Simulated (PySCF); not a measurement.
SiBr2F, SMILES F[Si](Br)Br, multiplicity 2.

The structure is a stationary point at B3LYP-D3(BJ)/def2-SVP.

All values below come from PBE/def2-TZVPD (PySCF).

Gas-phase values at a fixed geometry.

Q: Estimate the frontier levels, dipole moment and polarisability. (Estimate from the structure and the level; the computed values follow.)

A: 
```json
{
  "α spin, highest occupied and lowest empty level": "-6.12 and -1.61 eV",
  "β spin, highest occupied and lowest empty level": "-7.62 and -4.66 eV",
  "dipole_moment": "0.165 e·Å",
  "quadrupole, principal values (traceless, Buckingham form, about the centre of nuclear charge)": "-3.80, 1.35, 2.45 D·Å",
  "mean_static_polarisability": "76.2 bohr³ (11.30 Å³)",
  "polarisability_principal_values": "57.9, 70.8, 100.0 bohr³",
  "⟨S²⟩": "0.752 (pure state 0.75)"
}
```
